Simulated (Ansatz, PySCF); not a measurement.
This triplet is an excited state, 1.87 eV above the relaxed singlet at the level frozen-core CCSD(T)/cc-pVTZ // PBE0-D3(BJ)/def2-SVP (Ansatz, a program for electronic structure).

```xyz
6

C     -0.6127    -0.0211    -0.0154
Si     1.1584    -0.6714    -0.1957
F      2.3367     0.4122     0.1636
H     -1.3044    -0.8333    -0.2826
H     -0.8016     0.2846     1.0249
H     -0.7765     0.8291    -0.6948
```

Charge 0, multiplicity 3.

### Question
Give the Mulliken and meta-Löwdin atomic charges from ωB97X-D3(BJ)/def2-TZVP // PBE0-D3(BJ)/def2-SVP run with PySCF.

### Answer

```csv
atom,Mulliken (e),meta-Löwdin (e)
C1,-0.44,-0.53
Si2,0.31,0.60
F3,-0.31,-0.48
H4,0.14,0.14
H5,0.15,0.14
H6,0.15,0.14
```
